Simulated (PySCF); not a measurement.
Two probes of the same atoms: core binding energy and nuclear shielding

Compound: C3H7ClGe2.
Numbering: `[CH:1]#[C:2][C:3]([Cl:4])([GeH3:5])[GeH3:6]`

Structure used (PBE0-D3(BJ)/def2-SVP), in Å, numbered top down from 1:
```
atom  x, y, z in Å
C1    -0.9729    0.3452   -3.0128
C2    -0.1637   -0.4902   -2.6656
C3     0.7895   -1.4593   -2.2010
Cl4    1.3602   -2.5274   -3.5679
Ge5    2.4113   -0.5547   -1.4925
Ge6   -0.0483   -2.6709   -0.8662
H7    -1.6888    1.0835   -3.3232
H8     3.0262    0.2683   -2.6316
H9     1.9854    0.3505   -0.3228
H10    3.3815   -1.6424   -1.0062
H11    1.0224   -3.6705   -0.4018
H12   -0.5393   -1.8179    0.3172
H13   -1.2183   -3.3884   -1.5509
```

Binding energies: delta-SCF UKS SCAN, pcX-2 on the ionised atom, pcseg-1 elsewhere, spin-free X2C in PySCF 2.14.0. Shieldings: GIAO CAM-B3LYP/pcSseg-1, non-relativistic, same geometry.

```tsv
atom	C 1s (eV)
C1	290.18
C2	290.90
C3	292.05
```

Q: What are the absolute isotropic shieldings of these atoms?

A: 
```
atom             environment  C 1s (eV)  isotropic shielding (ppm)
  C1  terminal alkyne carbon     290.18                       96.6
  C2           alkyne carbon     290.90                       95.4
  C3         sp3 C–Cl carbon     292.05                      147.5
```

Q: Among the listed atoms, is the one with the highest binding energy also the least shielded?

A: No. The highest binding energy is at C3 (292.05 eV, shielding 147.5 ppm), the lowest shielding at C2 (95.4 ppm, 290.90 eV).

By binding energy: C1 < C2 < C3. By shielding: C2 < C1 < C3.

The unrestricted hole states depart most from a pure doublet (⟨S²⟩ = 0.75; over 0.85 named) for C 1s of C2 (0.86), which makes this value less certain. Isolated species at its PBE0-D3(BJ)/def2-SVP geometry, gas phase.
